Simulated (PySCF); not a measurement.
## Peak assignment

Molfile (atoms numbered from 1):
```
C7H8O
     RDKit          3D

 16 17  0  0  0  0  0  0  0  0999 V2000
    2.7135   -0.3876   -1.3744 C   0  0  0  0  0  0  0  0  0  0  0  0
    1.7214   -0.5250   -0.7177 C   0  0  0  0  0  0  0  0  0  0  0  0
    0.5344   -0.6965    0.0728 C   0  0  2  0  0  0  0  0  0  0  0  0
   -0.7824   -0.1676   -0.5540 C   0  0  1  0  0  0  0  0  0  0  0  0
   -1.7433   -0.4762    0.5936 C   0  0  0  0  0  0  0  0  0  0  0  0
   -0.9694   -0.0224    1.7099 O   0  0  0  0  0  0  0  0  0  0  0  0
    0.2065    0.4454    1.0721 C   0  0  2  0  0  0  0  0  0  0  0  0
   -0.3200    1.2379   -0.1341 C   0  0  0  0  0  0  0  0  0  0  0  0
    3.5851   -0.2758   -1.9466 H   0  0  0  0  0  0  0  0  0  0  0  0
    0.4969   -1.7049    0.4921 H   0  0  0  0  0  0  0  0  0  0  0  0
   -1.0913   -0.4158   -1.5633 H   0  0  0  0  0  0  0  0  0  0  0  0
   -1.9695   -1.5413    0.7032 H   0  0  0  0  0  0  0  0  0  0  0  0
   -2.6806    0.0854    0.5353 H   0  0  0  0  0  0  0  0  0  0  0  0
    0.9149    0.8322    1.7963 H   0  0  0  0  0  0  0  0  0  0  0  0
    0.4666    1.6419   -0.7628 H   0  0  0  0  0  0  0  0  0  0  0  0
   -1.0905    1.9792    0.0663 H   0  0  0  0  0  0  0  0  0  0  0  0
  1  2  3  0
  2  3  1  0
  3  4  1  0
  4  5  1  0
  5  6  1  0
  6  7  1  0
  7  8  1  0
  7  3  1  0
  8  4  1  0
  1  9  1  0
  3 10  1  1
  4 11  1  6
  5 12  1  0
  5 13  1  0
  7 14  1  1
  8 15  1  0
  8 16  1  0
M  END
```

Non-relativistic Hamiltonian, gas phase, one computed conformer. σ from GIAO-PBE0/pcSseg-1; structure optimised with GFN2-xTB; PySCF 2.14.

Chemical shifts δ = σref − σ; TMS for 13C (σ = 186.93 ppm), 1H (σ = 31.72 ppm), all at this level.

Q: Assign these signals to the numbered atoms. 13C{1H} NMR (computed): δ 88.4, 86.3, 77.8, 72.2, 47.2, 44.0, 40.6.

A: 
| δ (ppm) | atoms | environment | reason |
| --- | --- | --- | --- |
| 88.4 | C2 | alkyne carbon | sp carbons lie upfield of alkene carbons because the cylindrical π system leaves one tensor component strongly shielded |
| 86.3 | C7 | sp3 CH bonded to O | pulled downfield by the heteroatom |
| 77.8 | C1 | terminal alkyne carbon | the triple bond shields along its axis, which puts it between sp3 and sp2 carbons |
| 72.2 | C5 | sp3 CH2 bonded to O | deshielded by the electronegative neighbour |
| 47.2 | C4 | sp3 CH in a ring | a saturated carbon with 3 carbon neighbours and no heteroatom attached |
| 44.0 | C3 | propargylic sp3 CH | aliphatic region, no heteroatom directly attached |
| 40.6 | C8 | sp3 CH2 in a ring | a saturated carbon with 2 carbon neighbours and no heteroatom attached |

Q: Assign these signals to the numbered atoms. 1H NMR (600 MHz, computed): δ 4.40 (m, 1H), 3.91 (m, 1H), 3.89 (m, 1H), 2.81 (m, 1H), 2.66 (m, 1H), 2.58 (m, 1H), 1.61 (d, 1H), 1.50 (m, 1H).

A: 
| δ (ppm) | atoms | environment | reason |
| --- | --- | --- | --- |
| 4.40 | H14 | hydrogen on an sp3 CH bonded to O | its carbon carries O, which withdraws density |
| 3.91 | H13 | hydrogen on an sp3 CH2 bonded to O | its carbon carries O, which withdraws density |
| 3.89 | H12 | hydrogen on an sp3 CH2 bonded to O | – |
| 2.81 | H15 | hydrogen on an sp3 CH2 in a ring | – |
| 2.66 | H11 | hydrogen on an sp3 CH in a ring | – |
| 2.58 | H10 | hydrogen on a propargylic sp3 CH | – |
| 1.61 | H9 | hydrogen on a terminal alkyne carbon | it lies on the axis of the triple bond, in its shielding cone |
| 1.50 | H16 | hydrogen on an sp3 CH2 in a ring | – |

H13 and H12; H11 and H10; H9 and H16 lie closer than the usual error of such a calculation, so a measured spectrum could show them in the other order.

Shifts are as computed. Against solution values, carbons near 30 ppm lie about +3 ppm off and those near 130 ppm about +5 ppm. Of 1211 compounds with measured shifts, 218 miss one by over three times the rms of a fit or turn the order of signals round; such compounds aren't used in these exercises. Multiplicities follow the n + 1 count of equivalent neighbours, as no J values were calculated; m marks all less simple cases, F and P coupling included.
